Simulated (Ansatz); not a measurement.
A CCSD(T) single point on Cl$_{2}$F$_{2}$Si, SMILES `F[Si](F)(Cl)Cl`.

```yaml
crystal:
  periodic: [false, false, false]
  atoms:
    - {symbol: F, position_ang: [0.087662, -0.243495, 1.592194]}
    - {symbol: Si, position_ang: [0.054174, -0.066871, 0.031986]}
    - {symbol: F, position_ang: [1.053277, -1.108609, -0.586999]}
    - {symbol: Cl, position_ang: [-1.799287, -0.444278, -0.639466]}
    - {symbol: Cl, position_ang: [0.654075, 1.789653, -0.439215]}
basis:
  gaussian: {orbitals: def2-TZVPP}
correlation: {method: ccsd_t}
output: {orbitals: {seedname: orbitals}}
```

```sh
$ ansatz run in.yaml --threads 2 --pin off --events-out ev --progress --plain --max-ram 22528MiB --backend cuda --devices 0, --max-vram 18GiB
```

Output of Ansatz, abridged:

```
Functional definition: HF
1167 factors; integrals over basis functions are off by at most 7.7e-4 eV
mean field evaluation 1: about -38288.9884 eV, gradient 3.7e1 eV
mean field evaluation 2: about -38289.2338 eV, gradient 3.8e1 eV
mean field evaluation 4: about -38291.6893 eV, gradient 2.0e0 eV
mean field evaluation 8: about -38291.7270 eV, gradient 2.1e-1 eV
mean field -38291.72716884 eV, -1407.1950183899 hartree, gradient 3.8e-6 eV, S^2 0.000000; 0 other end points of the search recorded, 0 dependent functions left out
17 core orbitals not correlated: weight in the atoms' cores, before any rotation towards them, 1.000 or more for the frozen orbitals, at most 0.000 for the correlated occupied ones
reference -38291.72716884 eV, -1407.1950183899 hartree; 16, 16 occupied and 155, 155 virtual orbitals, 1167 factors
second order -26.70542442 eV of doubles, -0.00000000 eV of singles
cycle   1  -26.95056074 eV  change   -2.5e-1 eV  update   9.7e-2
cycle   2  -27.44611078 eV  change   -5.0e-1 eV  update   2.7e-2
cycle   3  -27.56113986 eV  change   -1.2e-1 eV  update   1.3e-2
cycle   4  -27.54771468 eV  change    1.3e-2 eV  update   2.5e-3
cycle   5  -27.54574915 eV  change    2.0e-3 eV  update   9.6e-4
cycle   6  -27.54623939 eV  change   -4.9e-4 eV  update   2.6e-4
cycle   7  -27.54605548 eV  change    1.8e-4 eV  update   7.9e-5
cycle   8  -27.54602516 eV  change    3.0e-5 eV  update   1.8e-5
perturbative correction -0.97491640 eV, -0.0358275170 hartree
Total energy: -38320.24811040 eV, -1408.2431436601 hartree
```

Run time 3.5 s (2 threads of an AMD EPYC 7R13 on a shared host and a share of an NVIDIA H100 80 GB); peak host memory 0.81 GiB.

MP2 recovers 93.6 % of the CCSD(T) correlation energy and the triples give 3.4 %; T1 = 0.0103.
